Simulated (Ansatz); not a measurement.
`[F][Zn][BH][SiH3]` + `B[Se]C` → `C[Se]B[SiH3]` + `[BH2][Zn][F]`  (redistribution)

Program: Ansatz. Geometries: PBE0-D4/def2-TZVP. ΔE: electronic, gas phase. CBS: MP2 limit from def2 TZ/QZ plus the TZ coupled-cluster correction, frozen cores. Functionals use def2-TZVPP. B3LYP here is the variant with VWN-RPA as its local correlation; programs differ in this. HSE06 is defined as in plane-wave codes. For Se, Zn outer-core shells are correlated without core-valence functions, which leaves a few kJ/mol of doubt a bond. Scalar relativity is left out up to krypton. One conformer a species, not always the lowest.

`[F][Zn][BH][SiH3]`:

Cartesian coordinates in Å:
```
F -0.569 2.071 -3.227
Zn -0.577 0.871 -1.939
B -0.578 -0.497 -0.438
Si 0.465 -0.261 1.254
H -1.162 -1.527 -0.614
H -0.009 -1.066 2.412
H 1.827 -0.750 0.871
H 0.603 1.158 1.680
```

`B[Se]C`:

```xyz
8

B     1.531   -0.210   -0.633
Se    0.556    1.024    0.405
C    -1.204    0.191    0.513
H     1.013   -1.206   -1.035
H     2.669    0.069   -0.852
H    -1.185   -0.745   -0.040
H    -1.939    0.869    0.083
H    -1.442    0.008    1.559
```

`C[Se]B[SiH3]`:

```xyz
11

C     0.051   -1.981   -1.548
Se   -0.063   -0.047   -1.310
B     0.017    0.178    0.556
Si   -0.067    2.039    1.298
H     0.938   -2.209   -2.138
H    -0.839   -2.320   -2.076
H     0.115   -2.450   -0.570
H     0.114   -0.794    1.245
H     1.158    2.330    2.096
H    -0.185    3.077    0.236
H    -1.238    2.176    2.211
```

`[BH2][Zn][F]`:

```xyz
5

B    -0.338    0.122   -0.842
Zn    0.413   -0.149    1.028
F     1.063   -0.383    2.647
H     0.363    0.440   -1.757
H    -1.501   -0.030   -1.076
```

Problem. Is it downhill or uphill in electronic energy at CCSD(T)/CBS, and by how much? (Estimate.)

Solution. Ansatz gave: Nearly level: ΔE = -0.3 kcal/mol.

Problem. What do these levels give: r2SCAN-D4, PBE0-D4, r2SCANh-D4, ωB97M-V, B2PLYP, PBE-QIDH, B3LYP, r2SCANh, r2SCAN0, HSE06, CCSD(T)/def2-TZVPP, HF/CBS(def2)? (An estimate is asked.)

Solution. The calculation gave: r2SCAN-D4 0.1, PBE0-D4 -0.1, r2SCANh-D4 0.0, ωB97M-V -0.1, B2PLYP -0.2, PBE-QIDH -0.3, B3LYP 0.3, r2SCANh 0.2, r2SCAN0 0.1, HSE06 0.3, CCSD(T)/def2-TZVPP -0.4, HF/CBS(def2) 0.4 kcal/mol.

Largest T1 diagnostic among the species: 0.016.

In def2-TZVPP, CCSD(T) changes the Hartree–Fock value by −0.8 kcal/mol (the triples alone add −0.2 kcal/mol) and MP2 by −1.2 kcal/mol. Leaving LDA and LC-ωPBE aside and taking each functional with its dispersion term where it has one, the values, not all of them listed here, spread over 0.6 kcal/mol, from BHLYP-D4 to B97M-V.
